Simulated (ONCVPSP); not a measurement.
## Pseudopotential generation for Sc (Z = 21): ONCV, LDA (Perdew-Wang 92), scalar-relativistic.

```
Element                 : scandium
Generator               : ONCVPSP 4.0.1
Type                    : optimised norm-conserving Vanderbilt (ONCV)
Functional              : LDA (Perdew-Wang 92)
Relativity              : scalar-relativistic
Frozen core             : [Ar]
Valence charge          : 3
Reference configuration : 3d1 (charge +2)
Partial waves           : s scattering state at 0.06 Ha: rc 2.10 bohr, ncon 4, nbas 8, qcut 2.7 1/bohr, 3 projectors, debl 3.2 Ha; p scattering state at 0.05 Ha: rc 2.55 bohr, ncon 4, nbas 7, qcut 2.7 1/bohr, 2 projectors, debl 1.7 Ha; 3d: rc 2.65 bohr, ncon 4, nbas 9, qcut 5.7 1/bohr, 1 projector
Local potential         : polynomial inside 1.95 bohr (lpopt 5, dvloc0 -1 Ha)
Core correction         : none
```

In the s channel the program set the typed energies aside and used 0.050, 3.250, 6.450 Ha.

All-electron outer shells of the reference configuration (LDA (PZ), scalar-relativistic, ld1.x):

```tsv
shell	level (eV)	outermost node (bohr)	outermost maximum (bohr)
3d	-18.13	–	1.07
```

Problem. Estimate the cutoffs (Ha) at which the residual kinetic energy of the hardest occupied pseudo-wave falls to 1 and 0.1 mHa per electron.

Solution. 13 Ha and 14 Ha.

Problem. Does the potential have ghost states?

Solution. Ghosts flagged at negative energy: s at -523.0 eV; GHOST(+) flagged for p at 66.9 eV, s at 112.6 eV, s at 514.4 eV. A true bound ghost makes a file unfit for plane-wave use.

Problem. Tests: 3d1 4s2; 3d1 4s1; 3d1 4s1.5; 3d1 4p1. Which has the largest error in its energy relative to the reference configuration, and how large is it?

Solution. 3d1 4s2, with +528 meV (all-electron minus pseudo) on -20.02 eV.
